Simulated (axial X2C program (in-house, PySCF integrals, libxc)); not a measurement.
## Spin–orbit effects down a group: molecules with I (ions), HF

All values come from calculations with an in-house relativistic program for diatomic molecules, spin-free (one-electron X2C) or two-component (2c: spin–orbit coupling with atomic mean-field Coulomb and Gaunt terms, which also bring small scalar terms), in Dyall basis sets with cores contracted in-house; open shells are unrestricted.

Basis sets: Be dyall-cv3z, Ca dyall-cv3z, I dyall-cv3z, Mg dyall-cv3z, Sr dyall-cv3z.

```
molecule  spin-free state  Re (Å)  ωe (cm⁻¹)  De (eV)  2c state  Re 2c (Å)  ωe 2c (cm⁻¹)  De 2c (eV)
    BeI⁺   M_S = 0, Λ = 0   2.079      747.3     2.18     Ω = 0      2.084         736.4        1.89
    MgI⁺   M_S = 0, Λ = 0   2.462      393.0     1.27     Ω = 0      2.468         386.7        0.99
    CaI⁺   M_S = 0, Λ = 0   2.756      288.5     2.07     Ω = 0      2.759         286.9        1.77
    SrI⁺   M_S = 0, Λ = 0   2.903      208.9     2.22     Ω = 0      2.905         208.0        1.92
```

Q: Work out the shifts from the spin-free to the two-component result.

A: 

| molecule | 2c state | ΔRe (Å) | Δωe (cm⁻¹) | ΔDe (eV) |
| --- | --- | --- | --- | --- |
| BeI⁺ | Ω = 0 | 0.005 | -10.9 | -0.29 |
| MgI⁺ | Ω = 0 | 0.006 | -6.3 | -0.28 |
| CaI⁺ | Ω = 0 | 0.003 | -1.6 | -0.30 |
| SrI⁺ | Ω = 0 | 0.002 | -0.9 | -0.30 |

Shifts of one unit in the last digit are rounding.

Fragments in 2c: I + Be+, I + Mg+, I + Ca+, I + Sr+. Each entry is the lowest single determinant of a limited PBE0 search at one distance. De goes to single-determinant-based atoms at the same level (for ions the charge split of lowest energy) and is withheld (n/a) where an atom does not fit its ground term or J level. Main or longest-lived isotopes.
